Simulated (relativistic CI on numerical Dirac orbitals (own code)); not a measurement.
Sc⁺: from the plainest model towards the measured levels

Calculated with a relativistic CI code on KLI orbitals (one set per configuration, finite nucleus), adding one ingredient at a time: step 1, Dirac-Coulomb, each configuration alone; step 2, with Breit and QED terms; step 3, with configuration mixing; step 4, with scaled Slater integrals (0.85); step 5, with a P86 correlation estimate; step 6, tied to the ionisation limit. P86 is a density functional for the correlation energy, evaluated here for each configuration and added to its levels. Step 6 is semi-empirical: configurations made of the next ion and one excited electron move by 2343 cm⁻¹, so that their limit matches the tabulated ionisation energy, and those with a non-penetrating f or g electron also take the P86 value of the least penetrating other one.

CI space (outside the closed core [Ar]): 3d 4s, 3d2, 4s2, 3d 4p, 3d 4d, 4s 4p, 3d 4f, 3d 5s, 4p2, 3d 5p, 4s 5p, 3d 6s, 3d 5d, 4s 6s, 3d 6p, 4s 5d.

Computed minus measured energy above the ground level, in cm⁻¹, for 14 of the 25 excited levels that pair in every step (one J of a term; a digit in brackets numbers repeated terms):

```
Configuration  Term  J  Measured  Step 1  Step 2  Step 3  Step 4  Step 5  Step 6
        3d 4s    3D  2        68       2     -11     -12     -11     -12     -11
        3d 4s    1D  2      2541    2833    2813     516     259      58     254
          3d2    3F  2      4803    2677    2581    2537    3222     281    2623
          3d2    1D  2     10945    4448    4332    4812    4250    1582    3725
          4s2    1S  0     11736    3211    3322   -3283   -2099     169     319
          3d2    3P  0     12074    5053    4952    4616    3969    1049    3383
          3d2    1G  4     14261    5608    5483    5448    4291    1350    3692
          3d2    1S  0     25955   11848   11742    7357    4648    2474    4592
        3d 4p   1D°  2     26081   -1985   -2025   -2010   -1714   -1042    1300
        3d 4p   3F°  2     27444   -1874   -1897   -1860   -1808   -1137    1205
        3d 4p   3D°  1     27918   -1757   -1781   -1762   -1787   -1114    1227
        3d 4p   3P°  0     29736    -629    -653   -2549   -2356   -1359     681
        3d 4p   1P°  1     30816    2660    2618   -1978   -2190   -1248     842
        3d 4p   1F°  3     32350     124      81    -207   -1145    -458    1883
```

Mean absolute errors in cm⁻¹, over all paired levels and for the configurations:

```tsv
Configuration, levels	Step 1	Step 2	Step 3	Step 4	Step 5	Step 6
all, 25	2749	2725	2622	2402	930	1752
3d 4s, 3	945	952	187	101	34	99
3d2, 9	5007	4893	4329	3849	1031	3323
4s2, 1	3211	3322	3283	2099	169	319
3d 4p, 12	1468	1493	1895	1916	1143	1106
```

Measured levels: NIST Handbook of Basic Atomic Spectroscopic Data (Sansonetti and Martin, J. Phys. Chem. Ref. Data 34, 1559 (2005)).

The mean absolute error is lowest at step 5 (930 cm⁻¹), and the largest single drop is from step 4 to 5 (2402 to 930). Terms of the ground configuration are off by 945 at first, 187 with mixing and 101 after scaling, which stands in for the correlation that narrows term splittings. The Breit and QED terms change the top of the ground term (measured 178) from 178 to 145. Mixing lowers the ground level by 46; relative to it the configurations that move most are 4s2 by -6605, 3d 4p by -852, 3d2 by -564. The P86 estimate moves 3d2 by -2819, 4s2 by +2267, 3d 4p by +774, and takes the mean absolute error of the excited configurations from 2715 to 1053. Step 6 takes that error from 1053 to 1977; it grows for 3d2. The shift fits the limit, so it does little for low levels whose errors differ from those near the limit.
